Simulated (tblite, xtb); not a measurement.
Cl$_{4}$Fe (SMILES [Cl][Fe-]([Cl])([Cl])[Cl]), charge -1, sextet, at a GFN2-xTB geometry (such geometries of metal compounds can be far from the true shape). Base run: xtb with GFN1-xTB.

Here is a job for xtb.
```
$ xtb mol.xyz --gfn 1 --chrg -1 --uhf 5 --json

# file mol.xyz
5

Fe    -0.00000000    -0.00000000    -0.00000000
Cl     1.71855113    -0.56358205    -1.20848796
Cl     0.65566275     0.46239914     2.02182572
Cl    -0.95592471     1.74942799    -0.87016982
Cl    -1.41828916    -1.64824508     0.05683206
```

Programs used: tblite, xtb; a row that names a program was run with it.

Variants of this job, named by their change:

```json
[
 {"change": "base", "ΔE vs base (kcal/mol)": "0.000", "G_solv (kcal/mol)": "-", "SCF cycles": "18"},
 {"change": "program = tblite; method = gfn1; option = (--etemp, 2000)", "ΔE vs base (kcal/mol)": "-0.81", "G_solv (kcal/mol)": "-", "SCF cycles": "-"},
 {"change": "program = tblite; method = gfn1", "ΔE vs base (kcal/mol)": "0.001", "G_solv (kcal/mol)": "-", "SCF cycles": "-"},
 {"change": "program = tblite; method = gfn1; option = --spin-polarized", "ΔE vs base (kcal/mol)": "-73.5", "G_solv (kcal/mol)": "-", "SCF cycles": "-"},
 {"change": "gbsa = acetonitrile", "ΔE vs base (kcal/mol)": "-48.82", "G_solv (kcal/mol)": "-48.84", "SCF cycles": "19"},
 {"change": "alpb = dmso", "ΔE vs base (kcal/mol)": "-44.81", "G_solv (kcal/mol)": "-44.82", "SCF cycles": "18"},
 {"change": "program = tblite; method = gfn1; option = --grad", "ΔE vs base (kcal/mol)": "0.001", "G_solv (kcal/mol)": "-", "SCF cycles": "-"},
 {"change": "acc = 0.1", "ΔE vs base (kcal/mol)": "0.000", "G_solv (kcal/mol)": "-", "SCF cycles": "18"},
 {"change": "etemp = 5000", "ΔE vs base (kcal/mol)": "-16.30", "G_solv (kcal/mol)": "-", "SCF cycles": "18"}
]
```

ALPB and GBSA are two models with their own fitted parameters for each solvent, which aren't always the measured dielectric constant.
